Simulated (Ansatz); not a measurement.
`C[N](C)[Ge][Cl]` + H₂O → `C[N](C)[Ge][OH]` + HCl at 700 K and 1 bar (formal hydrolysis of a Ge–Cl bond).

Program: Ansatz. Geometries: PBE0-D4/def2-TZVP. ΔE: electronic, gas phase. CBS: MP2 limit from def2 TZ/QZ plus the TZ coupled-cluster correction, frozen cores. This one scheme is used for every species. For Ge outer-core shells are correlated without core-valence functions, which leaves a few kJ/mol of doubt a bond. Scalar relativity is left out up to krypton. Each species was taken in one conformer, which may not be the lowest.

| species | CCSD(T)/CBS energy (Eh) | H − E (kJ/mol) | S (J/(mol·K)) |
| --- | --- | --- | --- |
| `C[N](C)[Ge][Cl]` | -2670.35761 | 295.9 | 469.4 |
| H₂O | -76.37941 | 80.5 | 218.4 |
| `C[N](C)[Ge][OH]` | -2286.33334 | 332.0 | 486.7 |
| HCl | -460.38127 | 38.4 | 211.8 |

H − E and S are ideal-gas, rigid-rotor, harmonic terms from PBE0-D4/def2-TZVP, for one conformer and one mirror image of each species. 1 Eh = 2625.50 kJ/mol, R = 8.31446 J/(mol·K).

Q: By hand: ΔE, ΔH, ΔS and ΔG.

A: ΔE = (-2286.33334) + (-460.38127) − (-2670.35761) − (-76.37941) = 0.02241 Eh = 58.8 kJ/mol. Δ(H − E) = 332.0 + 38.4 − 295.9 − 80.5 = -6.0, so ΔH = 52.8 kJ/mol. ΔS = 486.7 + 211.8 − 469.4 − 218.4 = 10.7 J/(mol·K). ΔG = 52.8 − 700 × (10.7)/1000 = 45.3 kJ/mol.

Q: By hand: the equilibrium constant, and the temperature at which ΔG would vanish if ΔH and ΔS stayed fixed.

A: log₁₀ K = −ΔG/(RT ln 10) = -3.4. ΔG = 0 at ΔH/ΔS = 4935 K, far beyond where these terms or the molecules hold.

The number of gas molecules stays the same, so ΔS is small and ΔH decides. A doubt of 5 kJ/mol in ΔE shifts log₁₀ K by 0.4 here. Other conformers and mirror images would add mixing entropy, several J/(mol·K) or more a flexible species. Modes under 60 cm⁻¹, often nearly free rotors, make the harmonic entropy too high. These are equilibria of isolated gas molecules and say nothing of rates. Largest T1 diagnostic: 0.014 (customary marks: 0.02 for closed shells, 0.045 for open ones).
